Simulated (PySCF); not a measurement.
# SeH: everyday levels beside a composite calculation

PySCF; the state is a doublet (π ↑). The composite is CCSD(T) extrapolated to the basis-set limit from two correlation-consistent sets, with core-valence (CV) and scalar-relativistic (SR) terms as its label shows; it has no spin–orbit coupling and nothing beyond (T). Here it is CCSD(T)/CBS(TQ)+CV. It gives Re = 1.462 Å, ωe = 2427 cm⁻¹ and De = 3.39 eV to H + Se.

```csv
level,basis,relativity,Re (Å),ωe (cm⁻¹),De (eV)
UHF,aug-pcseg-1,no relativity,1.460,2561,2.25
UHF,x2c-TZVPPall,spin-free X2C,1.455,2546,2.22
UHF-MP2,x2c-TZVPPall,spin-free X2C,1.454,2500,3.19
UHF-SCS-MP2,def2-SVPD,no relativity,1.465,2501,3.13
UHF-CCSD,def2-SVPD,no relativity,1.469,2457,3.15
UHF-CCSD(T),def2-TZVP,no relativity,1.471,2431,3.21
UHF-CCSD(T),x2c-TZVPPall,spin-free X2C,1.464,2418,3.30
r²SCAN,def2-TZVP,no relativity,1.470,2427,3.41
B97-3,def2-TZVP,no relativity,1.472,2433,3.35
B2PLYP,x2c-TZVPPall,spin-free X2C,1.464,2435,3.34
```

Q: Give the difference of each row from the composite.

A: 

```json
{"level": "UHF", "basis": "aug-pcseg-1", "ΔRe (pm)": "-0.2", "Δωe (%)": "+5.5", "ΔDe (eV)": "-1.14"}
{"level": "UHF", "basis": "x2c-TZVPPall", "ΔRe (pm)": "-0.7", "Δωe (%)": "+4.9", "ΔDe (eV)": "-1.17"}
{"level": "UHF-MP2", "basis": "x2c-TZVPPall", "ΔRe (pm)": "-0.8", "Δωe (%)": "+3.0", "ΔDe (eV)": "-0.20"}
{"level": "UHF-SCS-MP2", "basis": "def2-SVPD", "ΔRe (pm)": "+0.3", "Δωe (%)": "+3.0", "ΔDe (eV)": "-0.26"}
{"level": "UHF-CCSD", "basis": "def2-SVPD", "ΔRe (pm)": "+0.7", "Δωe (%)": "+1.2", "ΔDe (eV)": "-0.24"}
{"level": "UHF-CCSD(T)", "basis": "def2-TZVP", "ΔRe (pm)": "+0.9", "Δωe (%)": "+0.2", "ΔDe (eV)": "-0.18"}
{"level": "UHF-CCSD(T)", "basis": "x2c-TZVPPall", "ΔRe (pm)": "+0.2", "Δωe (%)": "-0.4", "ΔDe (eV)": "-0.09"}
{"level": "r²SCAN", "basis": "def2-TZVP", "ΔRe (pm)": "+0.8", "Δωe (%)": "+0.0", "ΔDe (eV)": "+0.02"}
{"level": "B97-3", "basis": "def2-TZVP", "ΔRe (pm)": "+1.0", "Δωe (%)": "+0.2", "ΔDe (eV)": "-0.04"}
{"level": "B2PLYP", "basis": "x2c-TZVPPall", "ΔRe (pm)": "+0.2", "Δωe (%)": "+0.3", "ΔDe (eV)": "-0.05"}
```

Q: Which rows come closest in De?

A: r²SCAN in def2-TZVP (+0.02 eV), counted from the composite.

Correlated steps freeze 9 core orbitals. Correlated levels converge slowly with the basis: in double zeta they bind strong bonds too weakly, by up to about 1 eV, and carry superposition errors of some tenths. Spin–orbit coupling is left out. B2PLYP dipoles, levels and charges come from its SCF part alone. The state was picked by a PBE0 search and need not be the measured ground state.
